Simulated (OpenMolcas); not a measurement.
## A ladder of methods for BSiH3ClO (SMILES [SiH3]O[B]Cl)

BSiH3ClO: 7 atoms, total charge 0, spin state doublet. As SMILES, `[SiH3]O[B]Cl`. Geometry: relaxed at PBE0-D4/def2-TZVP. This is one conformer, not always the lowest.

```xyz
7

Si   -0.5730    0.7754    0.3748
O     0.0449   -0.6484   -0.2336
B     1.2562   -1.0421   -0.5966
Cl    1.6050   -2.6368   -1.2191
H    -1.2013    0.4568    1.6761
H     0.5156    1.7666    0.5412
H    -1.5863    1.2604   -0.5884
```

Each level gives the dipole moment (D). The values are calculated.

```tsv
level	kind	program	value (D)	CPU time
UHF/cc-pVDZ	Hartree–Fock	OpenMolcas	2.40	4.6 s
USVWN5/cc-pVDZ	LDA	OpenMolcas	2.09	14 s
UPBE/cc-pVDZ	GGA	OpenMolcas	2.08	22 s
U-r2SCAN/cc-pVDZ	meta-GGA	OpenMolcas	2.16	29 s
UB3LYP/cc-pVDZ	global hybrid	OpenMolcas	2.14	22 s
UBHLYP/cc-pVDZ	global hybrid	OpenMolcas	2.26	22 s
UM06-2X/cc-pVDZ	hybrid meta-GGA	OpenMolcas	2.25	26 s
UPBE0/cc-pVDZ	global hybrid	OpenMolcas	2.21	22 s
```

The values span 2.08 to 2.40 D. Magnitudes only. CPU times are rough (shared hosts, several kinds of processor and program).
